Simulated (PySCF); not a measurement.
C₃H₈N, SMILES [CH2]NCC, multiplicity 2.

Coordinates come from a B3LYP-D3(BJ)/def2-SVP optimisation. The isomer is the one that the SMILES or the coordinates give; other isomers of the formula were not compared. The values are those of a single conformer.

The numbers are results of TDA-PBE/def2-SVPD (PySCF), not measurements.

Vertical excitations. Gas-phase values at a fixed geometry.

```tsv
state	energy (eV)	λ (nm)	f	main pairs
root 1	2.97	417	0.006	α HOMO→LUMO 100 %
root 2	3.63	342	0.008	α HOMO→LUMO+1 100 %
root 3	3.72	333	0.012	α HOMO→LUMO+2 100 %
root 4	4.36	285	0.006	α HOMO→LUMO+3 99 %
root 5	4.85	256	0.020	α HOMO→LUMO+4 97 %
root 6	5.10	243	0.005	α HOMO→LUMO+5 99 %
root 7	5.49	226	0.006	α HOMO→LUMO+6 99 %
root 8	5.55	224	0.146	α HOMO→LUMO+7 5 %, β HOMO→LUMO 83 %
root 9	5.66	219	0.003	α HOMO→LUMO+7 94 %
root 10	6.00	207	0.018	α HOMO→LUMO+8 99 %
```
Unrestricted roots are not spin-pure.
